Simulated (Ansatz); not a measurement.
silylphosphine cation (H5PSi), SMILES [SiH3]P (connectivity only; charge and spin as stated), charge +1, multiplicity 2.

The structure is a stationary point at B3LYP-D3(BJ)/def2-TZVP. The multiplicity is an assumed one; other spin states were not compared.

Two levels are set side by side: PBE/def2-TZVPD (Ansatz, a quantum-chemistry and plane-wave program) and PBE0/def2-TZVPD (Ansatz). Energy differences of separate SCF runs at the same geometry; the states with an electron removed or added have multiplicity 1 and 1. Differences are taken from unrounded values.

| quantity | PBE0 |
|---|---|
| vertical ionisation energy (eV) | 16.49 |
| vertical electron affinity (eV) | 8.00 |

Question: What does PBE give, and how far is it from PBE0? (An estimate is asked for; the answer gives what the named calculation found.)

Answer: 
```csv
quantity,PBE,PBE minus PBE0
vertical ionisation energy (eV),16.24,-0.26
vertical electron affinity (eV),8.02,0.02
```

On these quantities the two levels nearly agree.
